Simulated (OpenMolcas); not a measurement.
## Tm2+: ligand-field states by method

Tm2+ with 6 ligands (chloride) in trigonal prismatic coordination (D3h) at 2.87 Å, a polar angle of 45.7° against the regular 49.1°. A charge of +0.667 e stands 2.6 Å behind each ligand. Ligand basis ANO-RCC-VDZP.
```
Tm    0.0000    0.0000    0.0000
Cl    2.0527    0.0000    2.0058
Cl   -1.0264    1.7777    2.0058
Cl   -1.0264   -1.7777    2.0058
Cl    2.0527    0.0000   -2.0058
Cl   -1.0264    1.7777   -2.0058
Cl   -1.0264   -1.7777   -2.0058
```

```json
{"Program": "OpenMolcas 26.06", "Basis": "ANO-RCC-VTZP [8s7p5d3f2g1h]", "Scalar Hamiltonian": "DKH2, point nucleus", "Active space": "13 electrons in 7 orbitals (4f)", "State averaging": "2S+1 = 2 odd, 7 roots", "Spin-orbit coupling": "state interaction with AMFI integrals over the reference wave functions"}
```

I. CASSCF
II. SS-CASPT2, IPEA 0.25 Eh, imaginary shift 0.1 Eh (closed shells correlated: 5s 5p and the ligand valence shells)

Spin-free states (labels of D3, the rotations of D3h) in cm-1, each column counted from its own energy of the first state listed:

```json
{"State": "2A2", "Degeneracy": "1", "I": "0", "II": "0"}
{"State": "2E", "Degeneracy": "2", "I": "16", "II": "-50"}
{"State": "2E", "Degeneracy": "2", "I": "148", "II": "190"}
{"State": "2A2", "Degeneracy": "1", "I": "478", "II": "470"}
{"State": "2A1", "Degeneracy": "1", "I": "479", "II": "490"}
```

II puts a state of multiplicity 2 lowest, 50 cm-1 below that state.

With spin-orbit coupling the lowest J multiplet is 477 (I), 510 (II) cm-1 wide, a factor of 1.07 from I to II.

χT at 300 K: I 2.53, II 2.52 cm3 K/mol.

Over all roots computed the reference weight is 0.63 in II; a low but even weight reflects the number of correlated electrons. Without dynamic correlation the ligand-field splitting of an f shell can come out too small, at times by half (holds for I). Splittings of an f shell from a small cluster at a set distance can be off by tens of per cent, mostly too small (holds for II). The distance lies 3 % over the 2.79 Å that this model takes as the normal distance (a Shannon-type radius plus a fixed donor radius); by an R⁻⁵ law this alone changes a d-shell field by about -13 %. No measured value stands beside these numbers; the geometry was imposed, not optimised, and the real ion may take another.
